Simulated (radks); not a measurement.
Results of a calculation; reference values are marked as such.
Problem. Species: Rb3+. Configuration: [Ar] 3d9.5 4s2 4p4 4d0.5 (fractional occupations, a model configuration). Code: a radial shooting solver on a logarithmic mesh with Libxc functionals. Model: scalar-relativistic Kohn-Sham, LDA (Slater exchange, VWN5 correlation), spin-polarised, spherical densities, point nucleus; open shells are filled with parallel spins first (spin-orbit coupling, left out, can overturn this in heavy ions). Some entries of the table are withheld. Estimate them.

| orbital | occ. | eigenvalue (hartree) | <r^2> (bohr^2) |
|---|---|---|---|
| 1s up | 1 | -553.3705 | 0.002192 |
| 1s down | 1 | -553.3608 | 0.002192 |
| 2s up | 1 | -75.47651 | 0.03739 |
| 2s down | 1 | -75.44585 | 0.03737 |
| 2p up | 3 | -67.16958 | 0.02947 |
| 2p down | 3 | -67.14214 | 0.02946 |
| 3s up | 1 | -12.58282 | 0.2977 |
| 3s down | 1 | -12.53906 | 0.2977 |
| 3p up | 3 | -9.91575 | 0.3110 |
| 3p down | 3 | -9.87084 | 0.3109 |
| 3d up | 5 | -5.49638 | 0.3264 |
| 3d down | 4.5 | -5.44752 | 0.3256 |
| 4s up | 1 | -2.50347 | 2.099 |
| 4s down | 1 | -2.41336 | 2.109 |
| 4p up | 3 | -1.84833 | (1) |
| 4p down | 1 | -1.76010 | (2) |
| 4d up | 0.5 | -0.94588 | 4.988 |
| 4d down | 0 | -0.87556 | 5.359 |
| 5s up | 0 | -0.81870 | 10.94 |
| 5s down | 0 | -0.78626 | 11.48 |
| 5p up | 0 | (3) | 14.53 |
| 5p down | 0 | (4) | 15.36 |

Solution. 
(1) 4p up <r^2> (bohr^2): 2.662
(2) 4p down <r^2> (bohr^2): 2.703
(3) 5p up eigenvalue (hartree): -0.64155
(4) 5p down eigenvalue (hartree): -0.61748
